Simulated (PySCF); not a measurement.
**Ionisation energy along the 17-electron series**

Calculated with PySCF 2.14 and a two-component X2C-1e Hamiltonian (Gaussian nucleus, no Breit or QED terms), each ion in its own even-tempered basis scaled to its charge; GMP2 freezes 1s2 and drops the highest virtual spinors. Values in eV. NIST values: (m) measured, (s) semi-empirical, (t) theoretical.

| ion | configuration | GHF (spin-free) | GMP2 (spin-free) | GHF (screened spin-orbit) | GMP2 (screened spin-orbit) | NIST |
| --- | --- | --- | --- | --- | --- | --- |
| Dy⁴⁹⁺ | [Ne] 3s2 3p5 | 4468.5 | 4469.6 | 4409.9 | 4410.9 | 4407 ± 4 (t) |
| Er⁵¹⁺ | [Ne] 3s2 3p5 | 4817.9 | 4819.0 | 4750.4 | 4751.5 | 4748 ± 4 (t) |

(1) Fill in the row of Ho⁵⁰⁺.

Answers

(1) configuration: [Ne] 3s2 3p5; GHF (spin-free): 4641.4; GMP2 (spin-free): 4642.5; GHF (screened spin-orbit): 4578.4; GMP2 (screened spin-orbit): 4579.5; NIST: 4576 ± 4 (t).
